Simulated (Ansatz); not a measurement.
Geometry optimisation, RKS B3LYP/def2-SVP in Ansatz 0.2.0.

Input:

```yaml
crystal:
  periodic: [false, false, false]
  atoms:
    - { symbol: O, position_ang: [1.9794, 1.2051, -0.6393] }
    - { symbol: Al, position_ang: [1.0094, 0.0318, 0.3706] }
    - { symbol: F, position_ang: [1.7576, -0.6869, 1.8122] }
    - { symbol: Ge, position_ang: [-1.1912, -0.5833, -0.2385] }
    - { symbol: H, position_ang: [1.7114, 2.1205, -0.2673] }
    - { symbol: H, position_ang: [-1.22751, -1.21437, -1.70671] }
    - { symbol: H, position_ang: [-1.79259, -1.61454, 0.7461] }
    - { symbol: H, position_ang: [-2.11464, 0.66958, -0.26142] }
basis:
  gaussian: { orbitals: def2-SVP }
hamiltonian:
  xc: b3lyp
relax:
  f_tol: 0.015
  max_steps: 40
```

Command:

```bash
$ ansatz run input.yaml --threads 2 --pin off --max-ram 3072MiB --backend cpu --events-out ev --progress --plain --runs-dir out
```

Task: Where does it end, and by what steps?

Result: The run converged. After 7 steps the energy has fallen by 0.691 eV; H5 moved furthest, 0.82 Å.

```json
{"step": "0", "energy less start (eV)": "0.0000", "largest force component (eV/Å)": "2.981", "accepted": "yes"}
{"step": "1", "energy less start (eV)": "-0.3401", "largest force component (eV/Å)": "1.343", "accepted": "yes"}
{"step": "2", "energy less start (eV)": "-0.4047", "largest force component (eV/Å)": "1.310", "accepted": "yes"}
{"step": "3", "energy less start (eV)": "-0.5683", "largest force component (eV/Å)": "0.649", "accepted": "yes"}
{"step": "4", "energy less start (eV)": "-0.6443", "largest force component (eV/Å)": "0.185", "accepted": "yes"}
{"step": "5", "energy less start (eV)": "-0.6861", "largest force component (eV/Å)": "0.115", "accepted": "yes"}
{"step": "6", "energy less start (eV)": "-0.6909", "largest force component (eV/Å)": "0.020", "accepted": "yes"}
{"step": "7", "energy less start (eV)": "-0.6912", "largest force component (eV/Å)": "0.007", "accepted": "yes"}
```

```xyz
8
Properties=species:S:1:pos:R:3
O 1.639 1.455 -0.470
Al 0.925 0.188 0.404
F 1.754 -0.459 1.702
Ge -1.288 -0.643 -0.259
H 2.493 1.865 -0.306
H -1.263 -1.221 -1.692
H -1.797 -1.754 0.684
H -2.331 0.497 -0.248
```

Run time: 22 s on 2 threads of Arm Neoverse V1, with other jobs on the host, peak memory 0.21 GiB.
